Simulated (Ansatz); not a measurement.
`[F][Ta]([F])([F])([Cl])[Cl]` + H–F → `[F][Ta]([F])([F])([F])[Cl]` + HCl at 500 K and 1 bar (ligand exchange at a Ta–Cl bond).

Computed with Ansatz on PBE0-D4/def2-TZVP structures; ΔE is electronic, products minus reactants. CCSD(T)/CBS is the MP2 limit (def2-TZVPP, def2-QZVPP) plus CCSD(T) − MP2 in def2-TZVPP, frozen cores. This one scheme is used for every species. def2 core potentials past Kr. For Ta outer-core shells are correlated without core-valence functions, which leaves a few kJ/mol of doubt a bond.

```
                      species  CCSD(T)/CBS energy (Eh)  H − E (kJ/mol)  S (J/(mol·K))
`[F][Ta]([F])([F])([Cl])[Cl]`              -1276.13456            71.9          445.2
                          H–F               -100.39570            39.4          188.7
 `[F][Ta]([F])([F])([F])[Cl]`               -916.15583            73.0          428.4
                          HCl               -460.38127            32.5          201.9
```

H − E and S are ideal-gas, rigid-rotor, harmonic terms from PBE0-D4/def2-TZVP. 1 Eh = 2625.50 kJ/mol, R = 8.31446 J/(mol·K).

Problem. By hand: ΔE, ΔH, ΔS and ΔG.

Solution. ΔE = (-916.15583) + (-460.38127) − (-1276.13456) − (-100.39570) = -0.00684 Eh = -18.0 kJ/mol. Δ(H − E) = 73.0 + 32.5 − 71.9 − 39.4 = -5.8, so ΔH = -23.8 kJ/mol. ΔS = 428.4 + 201.9 − 445.2 − 188.7 = -3.6 J/(mol·K). ΔG = -23.8 − 500 × (-3.6)/1000 = -22.0 kJ/mol.

Problem. By hand: the equilibrium constant, and the temperature at which ΔG would vanish if ΔH and ΔS stayed fixed.

Solution. log₁₀ K = −ΔG/(RT ln 10) = 2.3. ΔG = 0 at ΔH/ΔS = 6611 K, far beyond where these terms or the molecules hold.

The number of gas molecules stays the same, so ΔS is small and ΔH decides. A doubt of 5 kJ/mol in ΔE shifts log₁₀ K by 0.5 here. These are equilibria of isolated gas molecules and say nothing of rates. Largest T1 diagnostic: 0.018 (customary marks: 0.02 for closed shells, 0.045 for open ones).
